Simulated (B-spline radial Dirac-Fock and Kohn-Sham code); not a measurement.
# Gd 3d5/2: cross section and angular parameters

System: neutral gadolinium, configuration [Xe] 4f7 5d1 6s2; threshold 1189.6 eV (tabulated edge). Method: Dirac-Hartree-Slater photoionisation with a Latter tail; cross sections with all multipoles, angular parameters from the dipole term and its interference with E2. Computed with an atomic code on a B-spline grid.

Input file task.json (cfg lists n, l and occupation; rrms is the nuclear radius in fm):

```json
{"items": [{
  "Z": 64,
  "q": 0,
  "cfg": [[1, 0, 2], [2, 0, 2], [2, 1, 6], [3, 0, 2], [3, 1, 6], [3, 2, 10], [4, 0, 2], [4, 1, 6], [4, 2, 10], [4, 3, 7], [5, 0, 2], [5, 1, 6], [5, 2, 1], [6, 0, 2]],
  "A": 158,
  "rrms": 5.1569,
  "do": "xps",
  "hv": [60.4, 68.6, 98.9, 111.0, 172.0, 200, 231.0, 243.0, 268.0, 400, 441.0, 799.0, 1100.0, 1253.6, 1486.9, 2080.0, 2780.0, 3100.0, 3660.0, 3870.0, 4000, 6000, 6630.0, 7080.0, 9130.0, 9251.7, 9550.0, 12000, 12400.0, 14100.0],
  "edges": {"K": 50239.0, "L1": 8376.0, "L2": 7930.0, "L3": 7243.0, "M1": 1881.0, "M2": 1688.0, "M3": 1544.0, "M4": 1221.9, "M5": 1189.6, "N1": 378.6, "N2": 286.0, "N3": 271.0, "N4": 142.6, "N5": 142.6}
}]}
```

Run with: `python xray2_run.py task.json out`

For linearly polarised light dσ/dΩ = σ/(4π) [1 + β P₂(cos θ) + (δ + γ cos²θ) sin θ cos φ], with θ from the polarisation vector and φ the angle between the beam and the projection of the electron momentum on the plane normal to the polarisation.

```tsv
hν (eV)	σ (kb)	β	γ	δ
1253.6	939	0.417	-0.037	-0.002
1486.9	620	0.721	-0.145	-0.006
2080	259	1.114	-0.037	0.034
2780	114	1.214	0.214	0.061
3100	82.2	1.224	0.324	0.071
3660	49.6	1.219	0.498	0.086
3870	41.7	1.213	0.558	0.092
4000	37.6	1.209	0.594	0.095
6000	10.0	1.111	1.034	0.147
6630	7.16	1.079	1.139	0.163
7080	5.72	1.056	1.207	0.175
9130	2.35	0.961	1.466	0.228
9251.7	2.24	0.955	1.478	0.231
9550	2.00	0.943	1.509	0.239
12000	?	?	?	?
12400	0.775	0.838	1.748	0.311
14100	0.481	0.786	1.859	0.352
```

Task: Give the values at 12000 eV.

Result: σ = 0.875 kb, β = 0.852, γ = 1.719, δ = 0.301.
